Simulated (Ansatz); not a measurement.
Stepwise reaction of `[F][In]([O][SiH3])[O][SiH3]` with hydrogen fluoride, as a gas-phase model of exchange steps in deposition or etching. ΔE in kJ/mol.

Computed with Ansatz on PBE0-D4/def2-TZVP structures; ΔE is electronic, products minus reactants. CCSD(T)/CBS is the MP2 limit (def2-TZVPP, def2-QZVPP) plus CCSD(T) − MP2 in def2-TZVPP, frozen cores. This one scheme is used for every species. DFT in def2-TZVPP. B3LYP here is the variant with VWN-RPA as its local correlation; programs differ in this. def2 core potentials past Kr. For In outer-core shells are correlated without core-valence functions, which leaves a few kJ/mol of doubt a bond. One conformer a species, not always the lowest.

```csv
step,reaction,PBE-D4,B3LYP-D4,ωB97M-V,CCSD(T)/CBS
1,`[F][In]([O][SiH3])[O][SiH3]` + H–F → `[F][In]([F])[O][SiH3]` + `O[SiH3]`,-14.6,-12.0,-12.5,-0.4
2,`[F][In]([F])[O][SiH3]` + H–F → `[F][In]([F])[F]` + `O[SiH3]`,-13.9,-10.7,-11.2,0.6
```

Question: By hand: ΔE of the 2 steps together at CCSD(T)/CBS.

Answer: (-0.4) + (0.6) = 0.2 kJ/mol, or 0.1 kJ/mol a step.

In ΔE the steps differ by no more than 1.0 kJ/mol. PBE-D4 differs from CCSD(T)/CBS by -14.5 to -14.2 kJ/mol a step. Isolated molecules leave out the surface, adducts and barriers. Largest T1 diagnostic: 0.018.
